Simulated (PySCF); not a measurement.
C5H11As.
Numbering: `[CH2:1]=[C:2]([CH3:3])[CH2:4][AsH:5][CH3:6]` (hydrogens: H7, H8 on C1; H9, H10, H11 on C3; H12, H13 on C4; H14 on As5; H15, H16, H17 on C6)

Theory: PySCF 2.14.0, PBE0-D3(BJ)/def2-SVP geometry optimisation, gas phase.

Give the optimised bond lengths and angles.

```json
{"bond": "C1=C2", "length (Å)": "1.341", "order": "double"}
{"bond": "C2–C3", "length (Å)": "1.501", "order": "single"}
{"bond": "C2–C4", "length (Å)": "1.497", "order": "single"}
{"bond": "C4–As5", "length (Å)": "1.997", "order": "single"}
{"bond": "As5–C6", "length (Å)": "1.966", "order": "single"}
{"bond": "C1–H7", "length (Å)": "1.093", "order": "single"}
{"bond": "C1–H8", "length (Å)": "1.094", "order": "single"}
{"bond": "C3–H9, C3–H10, C3–H11", "length (Å)": "1.102", "order": "single"}
{"bond": "C4–H12, C4–H13", "length (Å)": "1.101", "order": "single"}
{"bond": "As5–H14", "length (Å)": "1.529", "order": "single"}
{"bond": "C6–H15, C6–H16, C6–H17", "length (Å)": "1.099", "order": "single"}
```

Bonds in one row agree within 0.01 Å and their mean is given. Orders are formal, as drawn. A selection of angles:
```json
{"angle": "C2–C1–H7", "degrees": "121.4"}
{"angle": "C2–C1–H8", "degrees": "121.3"}
{"angle": "H7–C1–H8", "degrees": "117.2"}
{"angle": "C1–C2–C3", "degrees": "122.3"}
{"angle": "C1–C2–C4", "degrees": "121.6"}
{"angle": "C3–C2–C4", "degrees": "116.1"}
{"angle": "C2–C3–H9", "degrees": "110.9"}
{"angle": "H9–C3–H10", "degrees": "108.4"}
{"angle": "C2–C4–As5", "degrees": "110.7"}
{"angle": "C2–C4–H12", "degrees": "111.6"}
{"angle": "As5–C4–H12", "degrees": "108.8"}
{"angle": "As5–C4–H13", "degrees": "106.1"}
{"angle": "H12–C4–H13", "degrees": "108.4"}
{"angle": "C4–As5–C6", "degrees": "96.7"}
{"angle": "C4–As5–H14", "degrees": "94.3"}
{"angle": "C6–As5–H14", "degrees": "95.8"}
{"angle": "As5–C6–H15", "degrees": "108.1"}
{"angle": "As5–C6–H16", "degrees": "109.5"}
{"angle": "As5–C6–H17", "degrees": "112.0"}
{"angle": "H15–C6–H16", "degrees": "108.7"}
```

Torsions: C1–C2–C4–As5 104° (anticlinal); C2–C4–As5–C6 -76° (synclinal). The mirror-image conformer, all signs reversed, is as good.

The 3 C–C bonds span 1.341 Å (C1=C2, drawn double) to 1.501 Å (C2–C3, drawn single), a spread of 0.160 Å. Of the pairs four or more bonds apart, H7···H10 is among the closest relative to their van der Waals radii: 2.41 Å, 100 % of the sum of Bondi's values. As5 (arsenic bonded to 2 C and H) is pyramidal (angles 96.7°, 95.8° and 94.3°, sum 286.9°, 0.93 Å off the plane of its three neighbours). The 2 As–C bonds span 1.966 Å (As5–C6, drawn single) to 1.997 Å (C4–As5, drawn single), a spread of 0.031 Å.

Point group: C1 (no symmetry element, even within 0.4 Å). No PBE0-D3(BJ)/def2-SVP frequencies stand behind this structure, so it isn't proved a minimum. One conformer, not necessarily the lowest.

Hardware: one thread of an x86-64 server, shared host. Cost: 71 s wall. That covers the optimisation of the geometry.
